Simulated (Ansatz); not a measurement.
Ideal-gas functions of CH4FInSi (`F[CH]1[SiH2][InH]1`) at 800 K and 1 bar, from an Ansatz frequency run at PBE0-D4/def2-TZVP.

Molar mass 177.95 g/mol, point group C1 (symmetry number 1), electronic degeneracy 1, moments of inertia 104.718, 263.895, 355.085 u Å². Harmonic wavenumbers (cm⁻¹, unscaled): 153, 232, 278, 312, 339, 402, 430, 602, 659, 709, 850, 931, 1095, 1312, 1833, 2156, 2191, 2976.

Use S(trans) = R[1.5 ln M + 2.5 ln T − 1.1517]; rotational temperatures θ = 24.2544 K / I; S(rot) = R[ln(√π/σ · √(T³/θAθBθC)) + 1.5]; for each mode x = 1.438777 ν̃/T, S = R[x/(eˣ − 1) − ln(1 − e⁻ˣ)] and H = RT x/(eˣ − 1); 1 cm⁻¹ = 0.0119627 kJ/mol; R = 8.31446 J/(mol·K).

Question: By hand: the entropy, in J/(mol·K).

Answer: Translation 194.0. Rotation: θ = 0.2316, 0.0919, 0.0683 K, giving 127.8. Vibration, mode by mode: 19.07, 15.64, 14.16, 13.23, 12.56, 11.19, 10.66, 8.05, 7.37, 6.84, 5.55, 4.94, 3.91, 2.87, 1.37, 0.86, 0.81, 0.25, in all 139.3. Electronic 0.0. Sum 461.1 J/(mol·K).

Question: By hand: H − E and G − E in kJ/mol, counted from the electronic energy.

Answer: Zero-point energy ½ × 17460 × 0.0119627 = 104.4; thermal vibration 56.7; translation, rotation and pV give 4 RT = 26.6. H − E = 187.7 kJ/mol, and G − E = 187.7 − 800 × 461.1/1000 = -181.2 kJ/mol.

Vibration gives 30 % of the entropy. The sum counts one conformer and one mirror image; others add a mixing term.
